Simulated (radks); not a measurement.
Results of a calculation; reference values are marked as such.
Task: All-electron atom: neutral bismuth in [Hg] 6p3. Level of theory: scalar-relativistic Kohn-Sham, PBE, spin-polarised, spherical densities, finite nucleus; open shells are filled with parallel spins first (spin-orbit coupling, left out, can overturn this in heavy ions); Fermi nuclear charge, rms radius 5.5211 fm (a radial shooting solver on a logarithmic mesh with Libxc functionals). Some entries of the table are withheld. Estimate them.

orbital  occ.  eigenvalue (eV)  r(max) (bohr)  <r^2> (bohr^2)
1s up       1        -90616.95       0.009662       0.0003464
1s down     1        -90616.92       0.009662       0.0003464
2s up       1        -16282.70        0.05620        0.005245
2s down     1        -16282.69        0.05620        0.005245
2p up       3        -13934.57        0.04691        0.004486
2p down     3        -13934.55        0.04691        0.004486
3s up       1        -3930.388         0.1585         0.03370
3s down     1        -3930.368         0.1585         0.03370
3p up       3        -3259.122         0.1588         0.03501
3p down     3        -3259.099         0.1588         0.03501
3d up       5        -2583.329         0.1294         0.02902
3d down     5        -2583.310         0.1294         0.02902
4s up       1        -901.8940         0.3559          0.1604
4s down     1        -901.8614         0.3559          0.1604
4p up       3        -681.8405         0.3759          0.1841
4p down     3        -681.8053         0.3759          0.1841
4d up       5        -429.8335         0.3815          0.2059
4d down     5        -429.7935         0.3815          0.2059
5s up       1        -157.4318         0.7707          0.7736
5s down     1        -157.3364         0.7708          0.7736
4f up       7        -152.3616         0.3421          0.2322
4f down     7        -152.3153         0.3421          0.2321
5p up       3         -95.6488         0.8601           1.014
5p down     3         -95.5545         0.8603           1.012
5d up       5              (1)          1.033           1.786
5d down     5              (2)          1.032           1.746
6s up       1         -14.9530          1.885           5.416
6s down     1         -13.3981          1.855           5.283
6p up       3          -5.1805          2.469           10.49
6p down     0          -3.3605          2.445           11.01

Result: 
(1) 5d up eigenvalue (eV): -26.9739
(2) 5d down eigenvalue (eV): -26.6643
